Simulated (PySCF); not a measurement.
C5H10NPSi.
Numbering: `[N:1]#[C:2][CH2:3][C@@H:4]1[CH2:5][C@H:6]1[SiH2:7][PH2:8]`

Structure used (GFN2-xTB), in Å, numbered top down from 1:
```
atom  x, y, z in Å
N1    -2.7608    2.2331   -0.0158
C2    -2.5436    1.2029   -0.4608
C3    -2.2630   -0.0976   -1.0134
C4    -1.0197   -0.7273   -0.4087
C5    -0.6550   -0.4843    1.0168
C6     0.1807    0.1190   -0.0810
Si7    1.9154   -0.5349   -0.4203
P8     2.9185    0.9779   -1.7303
H9    -2.1367    0.0125   -2.0959
H10   -3.1322   -0.7397   -0.8325
H11   -0.8285   -1.7182   -0.8039
H12   -0.2400   -1.3035    1.5846
H13   -1.2797    0.1777    1.5993
H14    0.0351    1.1848   -0.2280
H15    1.8574   -1.7959   -1.1735
H16    2.6086   -0.8002    0.8487
H17    4.1749    0.4153   -1.6116
H18    3.1598    1.8850   -0.7149
```

NICS is the negative of the GIAO shielding at a point without a nucleus: at the ring centre (0) and 1 Å above and below it (1); zz is the component along the ring normal. Level: GIAO PBE0/pcSseg-1 (PySCF, non-relativistic, gas phase) on the GFN2-xTB geometry, one conformer.

Ring bond lengths (Å), with Mayer bond orders in brackets: C4–C5 1.491 (0.95), C5–C6 1.506 (0.94), C6–C4 1.505 (0.92).

Task: What do the NICS probes read (ppm)?

Result: 
| ring | type | NICS(0) | NICS(1), two faces | NICS(1)zz, two faces | rms pucker (Å) | centre to ring atoms, mean (Å) |
| --- | --- | --- | --- | --- | --- | --- |
| C4–C5–C6 | 3-membered carbocycle; formal bonds all single | -46.1 | -8.7 / -9.4 | -22.9 / -25.3 | 0.00 | 0.87 |

Task: What can be read from them?

Result: 
- C4–C5–C6: mean NICS(1)zz -24.1 ppm, shielded. C4, C5, C6 have four or more neighbours; no verdict on aromaticity is drawn. NICS(0) lies 37 ppm below the mean NICS(1).

Task: What field does 11.7 T along the ring normal induce along that normal at the second NICS(1) probe listed for ring C4–C5–C6, 1 Å off the ring?

Result: NICSzz × B0 = -25.3 ppm × 11.7 T = -296 μT, against the applied field.

Task: What are the shieldings of the ring atoms and their hydrogens in the same run (means over atoms taken as equivalent)?

Result: 
```csv
atoms,environment,σ isotropic (ppm),"principal values of the symmetric part, first atom (ppm)"
C4,three-membered-ring carbon,168.8,"136.0, 162.7, 207.6"
C5,three-membered-ring carbon,174.9,"148.3, 171.1, 205.4"
C6,sp3 carbon bound to silicon,187.2,"164.4, 178.1, 219.3"
H11,methine hydrogen,30.87,"23.5, 29.4, 39.7"
H12,methylene hydrogen,31.19,"24.8, 28.0, 40.8"
H13,methylene hydrogen,30.52,"24.0, 28.6, 38.9"
H14,methine hydrogen,31.75,"23.4, 32.0, 39.9"
```
